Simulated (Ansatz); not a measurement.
```yaml
crystal:
  periodic: [false, false, false]
  atoms:
    - {symbol: Cd, position_ang: [-0.745483, 0.604046, -3.046402]}
    - {symbol: S, position_ang: [0.278616, -1.013503, -4.256820]}
    - {symbol: Cd, position_ang: [1.546310, -1.722117, -2.517549]}
    - {symbol: S, position_ang: [2.817391, -2.492539, -0.805566]}
    - {symbol: Cd, position_ang: [2.791778, -0.522546, 0.310427]}
    - {symbol: S, position_ang: [2.772373, 1.458487, 1.407313]}
    - {symbol: Cd, position_ang: [1.141007, 0.851221, 2.858723]}
    - {symbol: S, position_ang: [-0.472122, 0.292227, 4.347299]}
    - {symbol: Cd, position_ang: [-2.034837, -0.084010, 2.750318]}
    - {symbol: S, position_ang: [-3.625090, -0.502235, 1.189559]}
    - {symbol: Cd, position_ang: [-2.700362, 0.872678, -0.353470]}
    - {symbol: S, position_ang: [-1.769581, 2.258291, -1.883822]}
basis:
  gaussian: {orbitals: def2-mTZVP}
hamiltonian: {xc: {name: PBE}, dispersion: d3bj}
scf: {omitted_lower_state_checks: [starts]}
```

```sh
$ ansatz run in.yaml --threads 2 --pin off --events-out ev --progress --plain --max-ram 32768MiB --backend cuda --devices 0, --max-vram 18GiB
```

Output, abridged:

```
Functional definition: PBE
3570 factors; their error is unknown
mean field evaluation 1: about -92367.2369 eV, gradient 9.2e1 eV
mean field evaluation 2: about -92261.0889 eV, gradient 2.1e2 eV
mean field evaluation 4: about -92387.0011 eV, gradient 1.5e1 eV
mean field evaluation 8: about -92387.7982 eV, gradient 1.3e-1 eV
mean field evaluation 16: about -92387.7254 eV, gradient 6.4e-4 eV
mean field -92387.72537752 eV, -3395.1862849744 hartree, gradient 4.6e-5 eV, S^2 0.000000; 0 other end points of the search recorded, 0 dependent functions left out
reference -92387.72544135 eV, -3395.1862873200 hartree; 108, 108 occupied and 222, 222 virtual orbitals, 3570 factors
Total energy: -92388.57005544 eV, -3395.2173263154 hartree
Checks for a lower state left out: starts
```

Run time 6.5 s (2 threads of AMD EPYC 7R13 on a shared host and a share (18 GiB) of an NVIDIA H100 80GB HBM3), peak host memory 0.99 GiB.

In the def2 sets Cd takes a core potential; there is no spin–orbit coupling.
